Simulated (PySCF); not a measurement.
GaCl₂, SMILES [Ga]([Cl])[Cl], multiplicity 2.

Geometry optimised at PBE-D3(BJ)/def2-TZVP. The spin state was assumed, not searched. The isomer is the one that the SMILES or the coordinates give; other isomers of the formula were not compared.

These are PBE/def2-TZVPD (PySCF) values and carry that method's errors.

The molecule is in vacuum.

Computed frontier levels, dipole moment and polarisability:
| Property | Result |
|---|---|
| α spin, highest occupied and lowest empty level | -6.12 and -2.83 eV |
| β spin, highest occupied and lowest empty level | -7.84 and -5.10 eV |
| dipole moment | 1.68 D |
| quadrupole, principal values (traceless, Buckingham form, about the centre of nuclear charge) | -6.11, 2.30, 3.82 D·Å |
| mean static polarisability | 65.1 bohr³ (9.64 Å³) |
| polarisability, principal values | 49.4, 59.5, 86.3 bohr³ |
| ⟨S²⟩ | 0.752 (pure state 0.75) |
